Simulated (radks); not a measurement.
Values are calculated unless marked as measured or tabulated.
Spherical jellium clusters: N electrons in a uniform positive sphere of charge N and radius rs N^(1/3), rs = 5.93 bohr. Level of theory: non-relativistic Kohn-Sham, LDA (Slater exchange, Perdew-Wang correlation), spin-polarised, spherical densities (a radial shooting solver with Libxc functionals). Levels are named by radial order and angular momentum (1s, 1p, 1d, 2s, ...), and open shells are averaged over m.

N = 24, configuration 1s2 1p6 1d10 2s2 1f(up 4, down 0). This is the lowest configuration that the search found. Occupied and some empty levels:

| level | occupation | eigenvalue (eV) | <r> (bohr) |
|---|---|---|---|
| 1s up | 1 | -3.2897 | 11.16 |
| 1s down | 1 | -3.1906 | 10.67 |
| 1p up | 3 | -3.0102 | 12.55 |
| 1p down | 3 | -2.8825 | 12.35 |
| 1d up | 5 | -2.6169 | 13.50 |
| 1d down | 5 | -2.4755 | 13.44 |
| 2s up | 1 | -2.2748 | 9.913 |
| 2s down | 1 | -2.2204 | 10.19 |
| 1f up | 4 | -2.1273 | 14.29 |
| 1f down | 0 | -1.9811 | 14.31 |
| 2p up | 0 | -1.6478 | 11.89 |
| 2p down | 0 | -1.5865 | 11.95 |
| 1g up | 0 | -1.5566 | 15.02 |
| 1g down | 0 | -1.4120 | 15.11 |
| 2d up | 0 | -1.0265 | 13.98 |
| 2d down | 0 | -0.95685 | 14.06 |

Energy (eV): total -42.1192, kinetic 20.905, external -1097.5, Hartree 548.32, exchange-correlation -63.632, background 549.79.

Electron density:

| r (bohr) | n(r) (e/bohr^3) |
|---|---|
| 1.88 | 0.001592 |
| 3.89 | 0.001302 |
| 5.90 | 0.001047 |
| 7.91 | 0.001025 |
| 9.92 | 0.001232 |
| 11.9 | 0.001409 |
| 13.9 | 0.001213 |
| 16.0 | 0.0006624 |
| 18.0 | 0.0002190 |
| 20.0 | 0.00005120 |
| 22.0 | 9.916e-06 |
| 24.0 | 1.739e-06 |
| 26.0 | 2.893e-07 |
